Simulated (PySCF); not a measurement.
## BiO₂: PBE0 against wB97X

Base calculation in PySCF with density fitting and no spin–orbit coupling, PBE0/def2-TZVP (scalar-relativistic core potentials): doublet, Cs, Bi–O 1.886 Å, Bi–O 2.069 Å; O–Bi–O 100.6°; wavenumbers 159, 517, 805 cm⁻¹; dipole moment 4.79 D, polar-tensor charge of Bi 1.07 e, atomisation energy (no zero-point energy) 601 kJ/mol.

Q: What changes on going to wB97X/def2-TZVP (scalar-relativistic core potentials)?

A: The point group stays the same. Changes: mean bond to Bi -0.002 Å, smallest bond angle -0.1 degrees, highest wavenumber +37 cm⁻¹, lowest wavenumber +20 cm⁻¹, dipole moment +0.25 D, polar-tensor charge of Bi +0.13 e, atomisation energy (no zero-point energy) +54 kJ/mol. The new structure has Bi–O 1.877 Å, Bi–O 2.076 Å; O–Bi–O 100.5°, with wavenumbers 179, 531, 842 cm⁻¹.

Spin–orbit coupling is large for BiO₂ and is left out. The structures come from searches over a few start shapes, so lower isomers are not excluded.
